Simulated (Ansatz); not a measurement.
Consider the substitution at a C–Si bond: `O[SiH2]C[SiH2]O` + HBr → `O[SiH2]CBr` + `O[SiH3]`.

Gas-phase electronic energies from Ansatz, PBE0-D4/def2-TZVP geometries. CCSD(T)/CBS is the MP2 limit (def2-TZVPP, def2-QZVPP) plus CCSD(T) − MP2 in def2-TZVPP, frozen cores. Functionals use def2-TZVPP. B3LYP here is the variant with VWN-RPA as its local correlation; programs differ in this. For Br outer-core shells are correlated without core-valence functions, which leaves a few kJ/mol of doubt a bond. Scalar relativity is left out up to krypton. Each species was taken in one conformer, which may not be the lowest.

```json
{"level": "B3LYP-D4", "ΔE (kcal/mol)": "20.4"}
{"level": "ωB97X-V", "ΔE (kcal/mol)": "20.5"}
{"level": "PBE", "ΔE (kcal/mol)": "19.4"}
{"level": "HF/def2-QZVPP", "ΔE (kcal/mol)": "17.2"}
```

Task: What does CCSD(T)/CBS give? (An estimate is asked.)

Result: The calculation gave: +20.4 kcal/mol. The listed levels differ from it by 0.0, 0.1, -1.0, -3.2 kcal/mol.

Largest T1 diagnostic among the species: 0.011.

The D4 term adds +2.0 kcal/mol with B3LYP and +1.2 kcal/mol with PBE0; it sums over pairs of atoms, weighted by their polarisabilities, and B3LYP, whose exchange is more repulsive, gets the larger term. In def2-TZVPP, CCSD(T) changes the Hartree–Fock value by +3.3 kcal/mol (the triples alone add +0.2 kcal/mol) and MP2 by +3.4 kcal/mol.
